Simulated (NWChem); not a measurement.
System: C2H6O2Si; SMILES O[Si@H](C)C=O

NWChem input:

```
start job
memory heap 200 mb stack 900 mb global 1100 mb
geometry units angstroms noautoz
  C     -0.916847    -1.815578    -0.448002
  Si     0.072877    -0.502771     0.433618
  O      1.589117    -0.290347    -0.209779
  C     -0.673884     1.260493     0.164577
  O      0.052141     2.083135    -0.352553
  H     -0.417513    -2.793433    -0.362147
  H     -1.023458    -1.581654    -1.518091
  H     -1.921380    -1.911654    -0.005878
  H      0.119047    -0.789584     1.899992
  H      1.686735     0.635673    -0.484914
  H     -1.719847     1.556281     0.452363
end
basis spherical
  * library def2-svp
end
dft
  xc xpbe96 cpbe96
  iterations 150
  mulliken
end
task dft energy
```

The geometry was optimised at PBE0/def2-SVP.

Problem. What results follow from this input? (PBE/def2-SVP.) Quantities: energy (Ha); highest occupied level (eV); orbital gap (eV); dipole (D).

Solution. 
```yaml
energy (Ha): -519.11
highest occupied level (eV): -5.59
orbital gap (eV): 2.94
dipole (D): 2.11
```
